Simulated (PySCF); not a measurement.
**Relaxation of quintet MnF₃**

Level of theory: UPBE0 in PySCF with Mn def2-TZVP, F def2-TZVP; no relativity; density-fitted integrals. A (50,194) grid was used.

A start at or just off a symmetric point, pushed along the force that breaks its symmetry, of C2v symmetry, free to break it:

```xyz
4
charge 0 multiplicity 5, angstrom
Mn    0.0097    0.0000    0.0000
F     1.7784    0.0002    0.0000
F    -0.9034    1.4675    0.0000
F    -0.9031   -1.4677    0.0000
```

Question: What forces act on the atoms at the start (eV/Å)?

Answer: 
```
atom     Fx     Fy    Fz
 Mn1   1.03   0.00  0.00
  F2  -0.18   0.00  0.00
  F3  -0.42  -0.27  0.00
  F4  -0.42   0.27  0.00
```

Question: What does it relax to?

Answer: It ends at C2v with Mn–F 1.724 Å (×2), Mn–F 1.760 Å; F–Mn–F 101.2°, F–Mn–F 129.4° (×2) (after a last refinement on a finer grid). A frequency run shows 1 imaginary mode, down to 172i cm⁻¹, so it is a saddle point. Other isomers or separated fragments may lie lower.

Question: How much energy is released, and in how many steps?

Answer: 13.2 kJ/mol in 6 steps.

With open d or f shells other occupations or spin states may lie lower.

The relaxation took roughly 3 core-minutes on a shared host.
